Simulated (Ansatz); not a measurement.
Basis-set series for `C[Si](C)(C)[O][Ga]([Cl])[Cl]`. The species carries charge 0 and has multiplicity 1. The geometry is a stationary point of PBE0-D4/def2-TZVP. It is one conformer, not always the lowest.

```json
{"functional": "PBE0-D4", "basis": "def2-SVP", "functions": "187", "energy (Eh)": "-3328.28169", "HOMO (eV)": "-8.25", "LUMO (eV)": "-1.30"}
{"functional": "PBE0-D4", "basis": "def2-TZVPP", "functions": "424", "energy (Eh)": "-3329.17608", "HOMO (eV)": "-8.30", "LUMO (eV)": "-1.44"}
{"functional": "ωB97M-V", "basis": "def2-SVP", "functions": "187", "energy (Eh)": "-3328.91052", "HOMO (eV)": "-10.49", "LUMO (eV)": "0.67"}
{"functional": "ωB97M-V", "basis": "def2-TZVPP", "functions": "424", "energy (Eh)": "-3329.81034", "HOMO (eV)": "-10.57", "LUMO (eV)": "0.45"}
```

Problem. Give the rows for def2-QZVPP. (Best estimate.)

Solution. Ansatz gave: 
```
functional       basis  functions  energy (Eh)  HOMO (eV)  LUMO (eV)
   PBE0-D4  def2-QZVPP        797  -3329.26792      -8.32      -1.54
   ωB97M-V  def2-QZVPP        797  -3329.89801     -10.58       0.21
```

Positive LUMOs are unbound and depend on the basis. Scalar relativity is left out up to krypton.
